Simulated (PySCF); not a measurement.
**Property card for `F[C@@H]1C[C@@H]2CCCC[C@@]21F`**

Compound: C8H12F2.
Geometry (GFN2-xTB, Å), atoms numbered from 1 in this order:
```xyz
22
C8H12F2 angstrom
F      2.1446    1.2530   -1.5271
C      1.9709    0.7160   -0.2783
C      1.7249   -0.7945   -0.2258
C      0.6371   -0.5404    0.8361
C     -0.6544   -1.3455    0.8020
C     -1.5892   -0.9114   -0.3234
C     -1.8207    0.5944   -0.2529
C     -0.5212    1.3294   -0.5654
C      0.5995    0.9377    0.3881
F      0.6444    1.8309    1.4457
H      2.8003    1.0654    0.3408
H      2.5670   -1.4164    0.0644
H      1.3121   -1.1518   -1.1660
H      1.0766   -0.5926    1.8345
H     -1.1725   -1.2085    1.7538
H     -0.4079   -2.4050    0.7053
H     -1.1600   -1.1665   -1.2944
H     -2.5368   -1.4439   -0.2284
H     -2.1705    0.8669    0.7448
H     -2.5819    0.8949   -0.9744
H     -0.6595    2.4097   -0.4941
H     -0.2133    1.0974   -1.5861
```

Among its groups: C–F bond and cyclobutane ring.

GFN2-xTB geometry:

```
Point group of the GFN2-xTB geometry                  : C1
Rotational constants A, B, C of the GFN2-xTB geometry : 1.876, 1.158, 1.067 GHz
```

**PBE0/pcSseg-1 ground state and GIAO shieldings, non-relativistic (PySCF)**

```
Dipole moment                                               : 2.12 D
HOMO energy                                                 : -8.27 eV
LUMO energy                                                 : 1.20 eV
HOMO–LUMO gap                                               : 9.47 eV
Lowest Hirshfeld atomic charge                              : -0.12 e on F10
Highest Hirshfeld atomic charge                             : +0.10 e on C9
13C chemical shifts (computed TMS as zero) by class         : 98.0 (C9), 93.5 (C2), 32.4 (C4), 29.9 (C8), 26.6 (C5), 25.4 (C3), 23.7 (C7), 23.7 (C6) ppm
1H chemical shifts (computed TMS as zero) by class          : 5.07 (H11), 2.14 (H12), 2.09 (H14), 2.03 (H21), 2.00 (H22), 1.67 (H18), 1.65 (H20), 1.62 (H15), 1.53 (H16), 1.37 (H13), 1.32 (H19), 1.13 (H17) ppm
Isotropic shieldings of nuclei other than C and H, by class : 324 (F10), 374 (F1) ppm
Mayer bond orders between heavy atoms                       : F1–C2 0.89, C2–C3 1.03, C3–C4 1.00, C4–C5 1.03, C5–C6 1.04, C6–C7 1.03, C7–C8 1.04, C8–C9 0.97, C9–F10 0.86, C9–C2 0.99, C9–C4 0.96
```

Monoisotopic mass from the formula: 146.0907 u.

The rotational constants make it an asymmetric top with κ = (2B − A − C)/(A − C) = -0.78, nearer the prolate limit (−1). A dipole of 2.12 D is allowed in C1, and pure rotational transitions are dipole-allowed. With B = h/(8π²I), that is 505.379 GHz u Å² over I, the principal moments of inertia are 269.4, 436.4 and 473.5 u Å² (most abundant isotopes); the inertial defect Ic − Ia − Ib is -232.3 u Å² (zero for a rigid planar frame, negative otherwise). In atomic units the dipole is 0.83 e·bohr (1 au = 2.5417 D).

Isolated species at its GFN2-xTB geometry (one conformer only).

For the NMR shielding job (PBE0/pcSseg-1), time: 50 s. Hardware: one thread, Arm Neoverse V2, shared host.
